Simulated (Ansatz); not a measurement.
Gas-phase electronic energies from Ansatz, PBE0-D4/def2-TZVP geometries. CCSD(T)/CBS adds triple-zeta CCSD(T) − MP2 to the extrapolated MP2 energy (def2 sets, frozen cores). This one scheme is used for every species. Functionals use def2-TZVPP. B3LYP here is the variant with VWN-RPA as its local correlation; programs differ in this. One conformer a species, not always the lowest.

Reaction (cleavage of the B–Si bond): `B[Si](F)(F)[SiH3]` + `C=CN[SiH3]` → `BN([SiH3])C=C` + `F[SiH](F)[SiH3]`

| level | ΔE (kcal/mol) | difference from CCSD(T)/CBS |
| --- | --- | --- |
| PBE0-D4 | -37.6 | 2.4 |
| r2SCANh-D4 | -38.4 | 1.6 |
| BHLYP-D4 | -39.1 | 0.9 |
| B3LYP | -37.6 | 2.4 |
| BHLYP | -38.3 | 1.7 |
| CCSD/def2-SVP | -41.5 | -1.5 |
| CCSD/def2-TZVPP | -39.5 | 0.5 |
| CCSD(T)/def2-TZVPP | -40.3 | -0.3 |
| HF/def2-QZVPP | -37.0 | 3.0 |
| SCS-MP2/def2-QZVPP | -40.9 | -0.9 |
| CCSD(T)/CBS | -40.0 | 0 |

Largest T1 diagnostic among the species: 0.013.

From BLYP to BHLYP (50 % exact exchange), in def2-TZVPP and without D4, ΔE moves by −1.5 kcal/mol. In def2-TZVPP, CCSD(T) changes the Hartree–Fock value by −3.5 kcal/mol (the triples alone add −0.8 kcal/mol) and MP2 by −5.3 kcal/mol. The D4 term adds −1.2 kcal/mol with B3LYP and −0.6 kcal/mol with PBE0; it sums over pairs of atoms, weighted by their polarisabilities, and B3LYP, whose exchange is more repulsive, gets the larger term.
